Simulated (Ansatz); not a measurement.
Cartesian coordinates (Å):
```xyz
7

Al    -0.0988    -0.0825     0.1380
H     -0.4988    -1.6172     0.3203
H     -0.0532     0.5103    -1.3435
H     -0.4106     0.9220     1.3389
C      3.0712    -0.3820     0.6040
N      1.9388    -0.2746     0.4381
H      4.1360    -0.4830     0.7598
```
Charge 0, multiplicity 1.

The numbers are results of frozen-core CCSD(T)/cc-pVTZ // B3LYP-D3(BJ)/def2-SVP run with Ansatz (a quantum-chemistry and plane-wave program), not measurements.

| Quantity | Result |
|---|---|
| HF energy | -336.57453 Ha |
| MP2 correlation energy | -0.44614 Ha |

Q: Estimate the CCSD correlation energy, the (T) correction, the total energy and the T1 diagnostic.

A: 
| Property | Result |
|---|---|
| CCSD correlation energy | -0.47190 Ha |
| (T) correction | -0.02036 Ha |
| CCSD(T) total energy | -337.06679 Ha |
| T1 diagnostic | 0.013 |
